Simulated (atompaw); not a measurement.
Mo: one change to a PAW (atompaw) potential, before and after

Mo (Z = 42), PAW, made with atompaw 4.2.0.5 (LDA (PW92), scalar-relativistic). Core [Kr], reference 4d5 5s0 5p0 (charge +1). Waves: 5s (bound, empty): rc 2.80 bohr; 5s channel at 3.75 Ry: rc 2.80 bohr; 5p (bound, empty): rc 2.80 bohr; 5p channel at 0.85 Ry: rc 2.80 bohr; 4d (bound): rc 2.80 bohr; 4d channel at 0.3 Ry: rc 2.80 bohr. Local part: bessel scheme, radius 2.40 bohr. Core correction: smooth core density matched at 2.70 bohr. Augmentation charge: besselshape compensation charge, radius 2.50 bohr; PAW radius 2.80 bohr; waves and projectors: custom polynom2 7 10 vanderbiltortho.

Change: wave 5s (bound): rc 2.80 bohr becomes 5s (bound): rc 1.66 bohr.

Cutoffs: the cutoffs (Ry, on a coarse ladder) from which the occupation-weighted sum of valence levels, in a spherical-Bessel basis at the reference potential, stays within 10 and 1 mRy of its value at 400 Ry; they do not see the model core or the augmentation charge, which bear on the density cutoff.

Problem. What does the change do?

Solution. The potential gets neither clearly harder nor softer (25 Ry and 50 Ry → 25 Ry and 50 Ry); a bound ghost appears in s, which as a rule spoils a file.

| quantity | base | changed |
| --- | --- | --- |
| cutoff, loose | 25 Ry | 25 Ry |
| cutoff, tight | 50 Ry | 50 Ry |
| bound ghosts | none | s |
| s: phases at 2.81 bohr within 0.05 rad from the reference energy up to (Ry; the scan ends near 5) | 4.3 | 4.7 |
| p: phases at 2.81 bohr within 0.05 rad from the reference energy up to (Ry; the scan ends near 5) | 2.3 | 2.3 |
| d: phases at 2.81 bohr within 0.05 rad from the reference energy up to (Ry; the scan ends near 5) | 1.4 | 1.4 |
| lowest overlap eigenvalue by channel | s 0.78, p 1.00, d 0.94 | s 0.24, p 1.00, d 0.94 |

 A true bound ghost makes a file unfit for plane-wave use even where its test errors are small: the radial tests pick states by their node count and pass the ghost by. The cutoffs see the waves, projectors and local potential, not the compensation charge or the core.
